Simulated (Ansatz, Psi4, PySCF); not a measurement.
BrHg (SMILES [Br][Hg+]), charge +1, singlet, geometry from GFN2-xTB (such geometries of metal compounds can be far from the true shape) (core potentials on Hg). Base run: BLYP/def2-SVP (PySCF).

Here is a job for PySCF.
```python
from pyscf import gto, scf, dft

mol = gto.Mole()
mol.atom = '''
    Hg   -0.000000   -0.000000   -0.709332
    Br    0.000000    0.000000    1.621330
'''
mol.basis = 'def2-svp'
mol.ecp = {'Hg': 'def2-svp'}
mol.charge = 1
mol.spin = 0
mol.verbose = 3
mol.build()

mf = dft.RKS(mol)
mf.xc = 'blyp'
mf.kernel()
```

The same geometry, method and basis name were run in Ansatz (a quantum-chemistry and plane-wave program) and Psi4 and PySCF, at each program's defaults and at the settings that a row names. The base is PySCF at its defaults. Differences at the defaults can come from grids, fitting, cores and function types together.

```tsv
code and settings	ΔE vs base (µEh)	basis functions	E (Eh)	SCF cycles
PySCF, defaults (exact integrals, its default grid, spherical functions)	0.0	64	-2727.01196	12
Psi4, defaults (density fitting with its default set, its default grid, spherical functions)	7.5	64	-2727.01195	9
Ansatz, defaults (factorised integrals, its default grid, spherical functions)	2.5	64	-2727.01195	-
PySCF, density fitting with def2-universal-jkfit	-24.8	64	-2727.01198	12
PySCF, fine grid	3.2	64	-2727.01195	12
Psi4, exact integrals, spherical functions, fine grid	4.7	64	-2727.01195	12
Ansatz, high accuracy	3.6	64	-2727.01195	-
```
